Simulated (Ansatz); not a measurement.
Relaxation of AlCl$_{2}$H$_{4}$N (8 atoms, charge 0, multiplicity 1), to a largest force component of 0.03 eV/Å in at most 50 steps.

These are results of Ansatz, RHF/def2-SVP, not measurements.

```xyz
8
Properties=species:S:1:pos:R:3
Al 0.019 0.262 -0.072
H -0.111 0.314 1.479
Cl 1.897 0.381 -0.993
Cl -1.680 0.094 -1.287
N 0.034 -2.497 1.375
H -0.691 -2.693 0.706
H 0.947 -2.662 0.989
H -0.048 -1.545 1.756
```

Question: Where does it end, and by what steps?

Answer: The forces met the threshold. After 15 steps the energy has fallen by 1.642 eV; N5 moved furthest, 0.68 Å. Joined: Al1–N5 (3.12 → 2.05 Å).

```
step  energy less start (eV)  largest force component (eV/Å)  accepted
   0                  0.0000                           1.498       yes
   1                 -0.1200                           0.612       yes
   2                 -0.1754                           0.517       yes
   3                 -0.1702                           1.386        no
   4                 -0.1961                           0.733       yes
   5                 -0.2246                           0.900       yes
   6                 -0.2952                           1.220       yes
   7                 -0.3728                           2.008       yes
   8                 -0.4707                           1.489       yes
   9                 -0.8519                           2.937       yes
  10                 -1.2125                           3.687       yes
  11                 -1.4722                           1.944       yes
  12                 -1.6142                           0.472       yes
  13                 -1.6403                           0.196       yes
  14                 -1.6420                           0.038       yes
  15                 -1.6422                           0.024       yes
```

```xyz
8
Properties=species:S:1:pos:R:3
Al 0.011 -0.057 0.195
H -0.172 0.857 1.460
Cl 1.926 -0.029 -0.771
Cl -1.669 -0.261 -1.123
N 0.060 -1.960 0.956
H -0.696 -2.505 0.569
H 0.929 -2.408 0.704
H -0.021 -1.983 1.962
```

Whether the end is a true minimum wasn't checked by a vibrational analysis.

Run time: 24 s on 1 thread of Arm Neoverse V2, on a shared host, peak memory 0.16 GiB.
